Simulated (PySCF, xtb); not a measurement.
BiHF2, SMILES [F][BiH][F].

Harmonic wavenumbers (cm⁻¹) from GFN2-xTB in xtb at its own minimum, in rising order: 140, 399, 409, 567, 569, 1913.

**Question.** What does PBE0-D3(BJ)/def2-TZVP run with PySCF 2.14.0 give at its own minimum? (The exact figures need the calculation; the answer reports its results.)

**Answer.** 172, 566, 582, 590, 601, 1800. Paired by order, the mean absolute difference is 90 cm⁻¹ and the zero-point energies are 5.7 and 6.2 kcal/mol.
